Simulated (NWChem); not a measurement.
System: BeF, doublet; SMILES [Be][F]

NWChem input:

```
start job
memory heap 200 mb stack 900 mb global 1100 mb
geometry units angstroms noautosym nocenter noautoz
  Be     0.000000     0.000000    -0.967189
  F      0.000000     0.000000     0.429859
end
basis spherical
  * library 6-31+g*
end
dft
  odft
  mult 2
  xc pbe0
  iterations 150
end
tddft
  cis
  nroots 6
end
task tddft energy
```

Coordinates come from a PBE0/def2-SVP, spin-unrestricted optimisation. This spin state was assumed; another may lie lower. No stability test was run on the SCF state.

Vertical excitations in the gas phase. Excited states of an open shell can be spin-contaminated.

Give the results of this calculation. (PBE0/6-31+G* (spherical d), spin-unrestricted, TDA.) Quantities: lowest excitation (eV); oscillator strength of that lowest state; lowest state with f > 0.02 (eV); oscillator strength of that bright state; lowest empty minus highest occupied level, either spin (eV).


```
Quantity                                                     Result
-----------------------------------------------------------  ------
lowest excitation (eV)                                         4.18
oscillator strength of that lowest state                      0.188
lowest state with f > 0.02 (eV)                                4.18
oscillator strength of that bright state                      0.188
lowest empty minus highest occupied level, either spin (eV)    4.37
```
